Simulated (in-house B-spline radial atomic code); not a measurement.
Radial electron density of Pb²⁺, [Xe] 4f14 5d10 6s2. Level of theory: scalar-relativistic (X2C) B3LYP, spin-polarised, spherical fractional occupations, exact exchange averaged over the configuration, Fermi nucleus of rms radius 5.5012 fm; calculated with a radial B-spline atomic code at the basis-set limit.

One-electron X2C: radii and densities carry no picture-change correction, so inner-shell <1/r> comes out high (for 1s by about 2 % at Z = 33, 5 % at 54, 10 % at 75, 30 % at 118) and <r> low.

Columns: r (bohr), 4πr²n(r) (electrons per bohr), bar.

```
0.000244    3.333 #
0.000304    4.487 #
0.000379    6.014 ##
0.000472     8.01 ##
0.000589    10.65 ###
0.000734    14.06 ####
0.000915    18.45 #####
 0.00114    24.04 #######
 0.00142    31.05 #########
 0.00177     39.7 ###########
 0.00221    50.17 ##############
 0.00275    62.14 ##################
 0.00343    75.56 #####################
 0.00428    89.53 #########################
 0.00533    102.6 #############################
 0.00665    113.2 ################################
 0.00829    119.2 ##################################
  0.0103    119.3 ##################################
  0.0129    113.7 ################################
   0.016    105.6 ##############################
    0.02    100.7 ############################
  0.0249    105.6 ##############################
  0.0311    122.6 ###################################
  0.0387    144.1 #########################################
  0.0483    155.5 ############################################
  0.0602    146.5 #########################################
   0.075      127 ####################################
  0.0935    121.6 ##################################
   0.117    137.6 #######################################
   0.145    144.5 #########################################
   0.181    118.2 #################################
   0.226    85.86 ########################
   0.282    86.08 ########################
   0.351     97.6 ############################
   0.437    82.03 #######################
   0.545    49.93 ##############
    0.68    30.89 #########
   0.847    25.34 #######
    1.06    20.02 ######
    1.32    12.81 ####
    1.64    6.995 ##
    2.05    3.373 #
    2.55    1.429 
    3.18   0.4619 
    3.96   0.1013 
    4.94  0.01259 
    6.16 0.000768 
    7.67 2.012e-05
```

On this grid the curve has 4 maxima, near 0.0103, 0.0483, 0.145, 0.351 bohr.

The 6s up radial function P(r) = rR(r), positive near the nucleus:

```json
{"r (bohr)": "0.000244", "P": "0.01914"}
{"r (bohr)": "0.000379", "P": "0.02568"}
{"r (bohr)": "0.000589", "P": "0.03411"}
{"r (bohr)": "0.000915", "P": "0.04475"}
{"r (bohr)": "0.00142", "P": "0.05769"}
{"r (bohr)": "0.00221", "P": "0.07248"}
{"r (bohr)": "0.00343", "P": "0.08687"}
{"r (bohr)": "0.00533", "P": "0.09609"}
{"r (bohr)": "0.00829", "P": "0.09084"}
{"r (bohr)": "0.0129", "P": "0.05773"}
{"r (bohr)": "0.02", "P": "-0.01173"}
{"r (bohr)": "0.0311", "P": "-0.0995"}
{"r (bohr)": "0.0483", "P": "-0.1276"}
{"r (bohr)": "0.075", "P": "-0.002819"}
{"r (bohr)": "0.117", "P": "0.1763"}
{"r (bohr)": "0.181", "P": "0.05473"}
{"r (bohr)": "0.282", "P": "-0.2535"}
{"r (bohr)": "0.437", "P": "-0.001378"}
{"r (bohr)": "0.68", "P": "0.4028"}
{"r (bohr)": "1.06", "P": "-0.07676"}
{"r (bohr)": "1.64", "P": "-0.7315"}
{"r (bohr)": "2.55", "P": "-0.6486"}
{"r (bohr)": "3.96", "P": "-0.2109"}
{"r (bohr)": "6.16", "P": "-0.01936"}
```
